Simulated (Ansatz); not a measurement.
Gas-phase electronic energies from Ansatz, PBE0-D4/def2-TZVP geometries. CCSD(T)/CBS is the MP2 limit (def2-TZVPP, def2-QZVPP) plus CCSD(T) − MP2 in def2-TZVPP, frozen cores. This one scheme is used for every species. Functionals use def2-TZVPP. def2 core potentials past Kr. For Te outer-core shells are correlated without core-valence functions, which leaves a few kJ/mol of doubt a bond. One conformer a species, not always the lowest.

`C=CC(=C)Cl` + H₂Te → `C=C(Cl)[TeH]` + `C=C`  (substitution at a C–C bond)

```json
{"level": "PBE0-D4", "ΔE (kcal/mol)": "10.5"}
{"level": "PBE", "ΔE (kcal/mol)": "9.9"}
{"level": "PBE0", "ΔE (kcal/mol)": "10.6"}
{"level": "CCSD(T)/def2-TZVPP", "ΔE (kcal/mol)": "9.0"}
{"level": "HF/def2-QZVPP", "ΔE (kcal/mol)": "10.5"}
{"level": "MP2/def2-QZVPP", "ΔE (kcal/mol)": "7.4"}
{"level": "HF/CBS(def2)", "ΔE (kcal/mol)": "10.5"}
{"level": "MP2/CBS(def2)", "ΔE (kcal/mol)": "7.0"}
```

Question: What does CCSD(T)/CBS give? (Best estimate.)

Answer: Ansatz gave: +7.8 kcal/mol. The listed levels differ from it by 2.7, 2.1, 2.8, 1.2, 2.7, -0.4, 2.7, -0.8 kcal/mol.

Largest T1 diagnostic among the species: 0.011.

From PBE to PBE0 (25 % exact exchange), in def2-TZVPP and without D4, ΔE moves by +0.8 kcal/mol. In def2-TZVPP, CCSD(T) changes the Hartree–Fock value by −1.8 kcal/mol (the triples alone add −0.2 kcal/mol) and MP2 by −2.6 kcal/mol.
